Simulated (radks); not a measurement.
Radial electron density D(r) = 4 pi r^2 rho(r) of an atom or ion with 27 electrons. Calculated with a radial shooting solver on a logarithmic mesh with Libxc functionals: scalar-relativistic Kohn-Sham, r2SCAN, spin-polarised, spherical densities, finite nucleus; meta-GGA in the generalised Kohn-Sham scheme; Fermi nuclear charge, rms radius of each element as measured or else 0.836 A^(1/3) + 0.57 fm.

```
   r/bohr * D(r) (the largest magnitude, 108, reaches the edge; | marks zero)
 0.001611 |   *
 0.002048 |     *
 0.002603 |        *
 0.003283 |            *
 0.004173 |                *
 0.005305 |                      *
 0.006744 |                            *
 0.008573 |                                  *
   0.0109 |                                       *
  0.01385 |                                          *
  0.01761 |                                          *
  0.02239 |                                       *
  0.02846 |                                     *
   0.0359 |                                       *
  0.04563 |                                             *
  0.05801 |                                                     *
  0.07375 |                                                      *
  0.09375 |                                               *
   0.1192 |                                       *
   0.1515 |                                       *
   0.1926 |                                          *
   0.2448 |                                  *
   0.3113 |                  *
   0.3957 |      *
    0.499 | *
   0.6344 |*
   0.8064 *
    1.025 *
    1.303 *
```

What is the nuclear charge?

Answer. Z = 64. The innermost maximum, from 1s, lies near gamma/Z bohr with gamma = sqrt(1 - (Z/c)^2) = 0.884, here 0.0138 bohr (found: 0.0153), and its height grows with Z. The density is that of the gadolinium ion Gd37+ in [Ne] 3s1 3p6 3d9 4f1; the configuration itself is not fixed sharply by these data, and Z only to a few units. D(r) has 3 maxima, at r = 0.0153, 0.0675, 0.190 bohr, and minima at 0.0294, 0.133 bohr, inside which lie 1.94, 11.44 electrons.
